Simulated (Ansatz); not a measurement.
An input meant for Cr(NH)2Cl2 (CrN₂Cl₂H₂) (charge 0, singlet).

```yaml
crystal:
  periodic: [false, false, false]
  atoms:
    - {symbol: Cr, position_ang: [-0.387786, 0.006316, -0.271916]}
    - {symbol: N, position_ang: [-0.365062, -0.003790, 1.300905]}
    - {symbol: H, position_ang: [0.170063, -0.017327, 2.173088]}
    - {symbol: N, position_ang: [1.098707, -0.008326, -0.786172]}
    - {symbol: H, position_ang: [2.101059, -0.023701, -0.580522]}
    - {symbol: Cl, position_ang: [-1.283458, 1.849814, -0.904914]}
    - {symbol: Cl, position_ang: [-1.333522, -1.802997, -0.930479]}
basis:
  gaussian: {orbitals: 6-31G}
total_charge: -2
magnetization: {spin_polarized: true, initial_magnetization: 0}
hamiltonian: {xc: {name: r2SCAN}, dispersion: rvv10}
scf: {omitted_lower_state_checks: [starts]}
output: {forces: true}
```

```sh
$ ansatz run in.yaml --threads 4 --pin off --events-out ev --progress --plain --max-ram 3916MiB
```

It prints (some lines left out):

```
Functional definition: r2SCAN+rVV10
  name "r2SCAN+rVV10"
  cite "Furness, Kaplan, Ning, Perdew & Sun, J. Phys. Chem. Lett. 11, 8208 (2020) doi:10.1021/acs.jpclett.0c02405"
  cite "Furness, Kaplan, Ning, Perdew & Sun, J. Phys. Chem. Lett. 11, 9248 (2020) doi:10.1021/acs.jpclett.0c03077"
  cite "Vydrov & Van Voorhis, J. Chem. Phys. 133, 244103 (2010) doi:10.1063/1.3521275"
  cite "Sabatini, Gorni & de Gironcoli, Phys. Rev. B 87, 041108(R) (2013) doi:10.1103/PhysRevB.87.041108"
  cite "Ning et al., Phys. Rev. B 106, 075422 (2022) doi:10.1103/PhysRevB.106.075422"
  parent "r2scan"
  parameter k0 = 0.174
  parameter k1 = 0.065
  parameter a1 = 4.9479
  exchange = r2scan_x(k0 = k0, k1 = k1, a1 = a1)
  correlation = r2scan_c + rvv10(11.95, 0.0093)
these checks for a lower state are left out or cut short: starts
890 factors; integrals over basis functions are off by at most 2.2e-4 eV
mean field evaluation 1: about -56411.2300 eV, gradient 1.0e2 eV
mean field evaluation 2: about -55866.2621 eV, gradient 3.5e2 eV
mean field evaluation 4: about -56153.4825 eV, gradient 2.9e2 eV
mean field evaluation 8: about -56465.3387 eV, gradient 2.3e0 eV
mean field evaluation 16: about -56465.8054 eV, gradient 5.6e-5 eV
mean field evaluation 32: about -56466.4675 eV, gradient 3.2e-4 eV
mean field -56466.46746041 eV, -2075.1044048236 hartree, gradient 1.5e-5 eV, S^2 1.003926; 3 other end points of the search recorded, 0 dependent functions left out
the calculation of the forces begins
reference -56466.46749209 eV, -2075.1044059881 hartree; 38, 38 occupied and 39, 39 virtual orbitals, 890 factors
Total energy: -56466.46749209 eV, -2075.1044059881 hartree
Atom 0 at    -0.387786     0.006316    -0.271916 Å, force    -0.189632     0.005965    -0.132801 eV/Å
Atom 1 at    -0.365062    -0.003790     1.300905 Å, force    -1.145585    -0.016959     3.891748 eV/Å
Atom 2 at     0.170063    -0.017327     2.173088 Å, force     0.823295    -0.015396     0.916617 eV/Å
Atom 3 at     1.098707    -0.008326    -0.786172 Å, force     3.268886    -0.032271    -2.402276 eV/Å
Atom 4 at     2.101059    -0.023701    -0.580522 Å, force     1.142282    -0.016819     0.461589 eV/Å
Atom 5 at    -1.283458     1.849814    -0.904914 Å, force    -1.913691     2.891414    -1.348793 eV/Å
Atom 6 at    -1.333522    -1.802997    -0.930479 Å, force    -1.985555    -2.815934    -1.386085 eV/Å
Dipole moment:    -0.350488     0.006135    -0.245888 e Å
Checks for a lower state left out: starts
```

(1) Something in this input is off. What?

Answers

(1) The charge is far from what the species holds (-2 typed, 0 meant). The calculation finished and met its thresholds. The result belongs to that input, not to the species as meant. The highest occupied level of an anion often lies above zero with these methods, and sets without diffuse functions describe the outer electron poorly. The unrestricted singlet has broken spin symmetry (⟨S²⟩ up to 1.00).
